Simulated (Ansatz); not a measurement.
Reaction (ligand exchange at the Al–C bond): `C#[C][AlH][NH2]` + HCl → `[NH2][AlH][Cl]` + `C#C`

Calculated with Ansatz (gas phase, PBE0-D4/def2-TZVP geometries, no zero-point term in ΔE). CBS: MP2 limit from def2 TZ/QZ plus the TZ coupled-cluster correction, frozen cores. This one scheme is used for every species. DFT in def2-TZVPP. B3LYP here is the variant with VWN-RPA as its local correlation; programs differ in this. One conformer a species, not always the lowest.

| level | ΔE (kJ/mol) |
| --- | --- |
| B97M-V | -100.3 |
| r2SCANh-D4 | -104.8 |
| r2SCAN0-D4 | -106.3 |
| PBE-QIDH | -104.6 |
| BLYP | -99.6 |
| B3LYP | -103.0 |
| RPA@PBE/def2-TZVPP | -91.9 |
| CCSD(T)/def2-TZVPP | -99.0 |

(1) What does CCSD(T)/CBS give? (Estimate.)

Largest T1 diagnostic among the species: 0.013.

Results:

(1) The calculation gave: -103.1 kJ/mol. The listed levels differ from it by 2.8, -1.7, -3.2, -1.5, 3.5, 0.1, 11.2, 4.1 kJ/mol.

From BLYP to BHLYP (50 % exact exchange), in def2-TZVPP and without D4, ΔE moves by −7.9 kJ/mol. Leaving LDA and LC-ωPBE aside and taking each functional with its dispersion term where it has one, the values, not all of them listed here, spread over 10.0 kJ/mol, from BHLYP-D4 to revPBE-D4. In def2-TZVPP, CCSD(T) changes the Hartree–Fock value by +12.2 kJ/mol (the triples alone add +2.0 kJ/mol) and MP2 by +9.4 kJ/mol.
